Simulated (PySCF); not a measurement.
From one molecule to another.

First species: C5H6Si.
Geometry (GFN2-xTB, Å), atoms numbered from 1 in this order:
```
atom  x, y, z in Å
C1    -3.095   -0.496    0.496
C2    -2.066    0.069    0.235
Si3   -0.497    0.967   -0.164
C4     0.849   -0.300   -0.554
C5     2.310   -0.014   -0.283
C6     1.755   -0.865    0.518
H7    -3.994   -0.994    0.723
H8    -0.110    1.763    1.008
H9    -0.747    1.820   -1.335
H10    0.640   -0.959   -1.401
H11    3.155    0.540   -0.611
H12    1.801   -1.533    1.342
```

Second species: C5H6Si.
Cartesian coordinates in Å at the GFN2-xTB level; atoms count from 1:
```
atom  x, y, z in Å
C1     1.907    1.086    1.359
C2     1.105    0.520    0.671
C3     0.116   -0.135   -0.132
Si4   -1.674    0.384    0.216
C5     0.443   -1.535   -0.632
C6     0.542   -0.599   -1.518
H7     2.615    1.577    1.958
H8    -1.820    1.819   -0.031
H9    -2.005    0.080    1.609
H10   -2.530   -0.382   -0.694
H11    0.530   -2.551   -0.335
H12    0.772   -0.264   -2.499
```

Levels: B3LYP/def2-SVPD for dipole moment, HOMO energy, LUMO energy, HOMO–LUMO gap, static isotropic polarisability and electronic spatial extent ⟨r²⟩ about the centre of nuclear charge; TDDFT B3LYP/def2-SVPD for lowest singlet excitation; TDA B3LYP/def2-SVPD for lowest triplet excitation (Tamm–Dancoff); GFN2-xTB for rotational constant A and rotational constant C. Geometries: GFN2-xTB. Each species is one conformer at its optimised geometry, gas phase, non-relativistic unless stated. Electronic properties by PySCF.

The conformers computed, where there is a choice (atom-mapped SMILES and torsion angles):
- `[CH:1]#[C:2][SiH2:3][CH:4]1[CH:5]=[CH:6]1`: C2–Si3–C4–C5 -151°

Task: Which of the two has the higher HOMO energy, and by how much?

Result: The first: -6.76 eV against -7.10 eV, a difference of 0.34 eV.

Task: Which has the higher HOMO–LUMO gap?

Result: The second: 6.21 eV against 6.07 eV, a difference of 0.14 eV.

Task: Which of the two has the higher T1 energy, and by how much?

Result: The second: 3.93 eV against 3.72 eV, a difference of 0.21 eV.

Task: Which has the higher dipole moment?

Result: The second: 1.25 D against 1.17 D, a difference of 0.08 D.

Task: Which of the two has the higher ⟨r²⟩, and by how much?

Result: The first: 858 bohr² against 726 bohr², a difference of 132 bohr².

Task: Which has the higher rotational constant C?

Result: The second: 1.754 GHz against 1.374 GHz, a difference of 0.380 GHz.

Task: Which of the two has the higher LUMO energy, and by how much?

Result: The first: -0.69 eV against -0.89 eV, a difference of 0.20 eV.

Task: Which has the higher rotational constant A?

Result: The first: 7.664 GHz against 3.704 GHz, a difference of 3.960 GHz.

On the first: S1 lies 0.73 eV below the HOMO–LUMO gap; its leading configuration is HOMO→LUMO, weight 0.95. The dipole matches unit charges of opposite sign 0.24 Å apart (1 e·Å = 4.8032 D).

On the second: The vertical singlet–triplet gap S1 − T1 is 1.25 eV (TDDFT singlet less Tamm–Dancoff triplet; S1: HOMO→LUMO, weight 0.96; T1: HOMO−1→LUMO, weight 0.64). S1 lies 1.03 eV below the HOMO–LUMO gap; its leading configuration is HOMO→LUMO, weight 0.96.
